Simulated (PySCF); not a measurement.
PBE on Rh⁻ (rhodium, charge -1), [Kr] 4d8 5s2, high-spin 3F determinant. Computed with PySCF 2.14 in def2-TZVPPD with the def2 core potential (28 electrons) (6s4p3d2f1g, 56 functions), with scalar relativity through the core potential.

```
cycle= 1 E= -110.533494707387  delta_E= -0.0148  |g|= 0.113  |ddm|= 0.689
cycle= 2 E= -110.522893260552  delta_E= 0.0106  |g|= 0.201  |ddm|= 0.304
cycle= 3 E= -110.537769337664  delta_E= -0.0149  |g|= 0.0059  |ddm|= 0.229
cycle= 4 E= -110.537787469689  delta_E= -1.81e-05  |g|= 0.00095  |ddm|= 0.0162
cycle= 5 E= -110.537788005457  delta_E= -5.36e-07  |g|= 1.52e-05  |ddm|= 0.0024
cycle= 6 E= -110.537788005648  delta_E= -1.91e-10  |g|= 6.77e-07  |ddm|= 4.58e-05
converged SCF energy = -110.537788005648  <S^2> = 2.00589  2S+1 = 3.0039241
```

Highest occupied orbital energy: 1.493 eV; ⟨L²⟩ = 12.02; populations by l: s 4.00, p 6.00, d 8.00, f 0.00.

(1) Can this result be used?

## Answers

(1) With care. The run converged. Energies and moments cover only the electrons outside the core potential. At PBE the highest occupied level has a positive energy, so only the finite basis holds that electron; in a semilocal or global hybrid functional this comes from self-interaction and does not mean that the real anion is unbound.
